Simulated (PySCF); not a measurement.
## TlPb: energy against distance

Set-up: basis Tl def2-SVP with ECP60, Pb def2-SVP with ECP60; scalar-relativistic core potentials; PySCF 2.14. Energies in eV from Tl + Pb in their ground configurations at the same level. State: ⁴Σ⁻ (quartet), unpaired electrons σ ↑, π ↑↑.

All columns are PBE0. A positive dipole means Tl(−)Pb(+).

```tsv
R (Å)	E (eV)	μ (D)	Mulliken charge on Tl (basis-dependent)	HOMO (eV)	LUMO (eV)	Mayer bond order	⟨S²⟩
2.563	-1.255	-0.74	0.07	-5.02	-2.55	1.52	3.75
2.682	-1.595	-1.03	0.09	-5.07	-2.43	1.45	3.75
2.801	-1.772	-1.34	0.12	-4.94	-2.40	1.38	3.75
2.891	-1.831	-1.58	0.14	-4.85	-2.42	1.34	3.75
2.980	-1.845	-1.83	0.15	-4.76	-2.42	1.30	3.75
3.069	-1.827	-2.09	0.17	-4.67	-2.42	1.26	3.75
3.189	-1.768	-2.43	0.19	-4.57	-2.41	1.22	3.75
3.338	-1.657	-2.85	0.20	-4.45	-2.39	1.17	3.75
3.516	-1.496	-3.34	0.22	-4.32	-2.37	1.13	3.75
3.755	-1.263	-3.95	0.24	-4.19	-2.33	1.07	3.75
```

A fit through these points gives, at Re = 2.970 Å, μ = -1.81 D and dμ/dR = -2.83 D/Å; the reduced mass is 103.2 u.

Task: How strong is the fundamental in the double-harmonic approximation, I = 42.26·(dμ/dR)²/μred km/mol?

Result: I = 42.26·(-2.83)²/103.2 = 3.28 km/mol at PBE0.

These are scalar-relativistic numbers at best; spin–orbit coupling would shift them, the dissociation energy most. The state is the lowest determinant that a PBE0 search found; another state may lie lower at other levels.
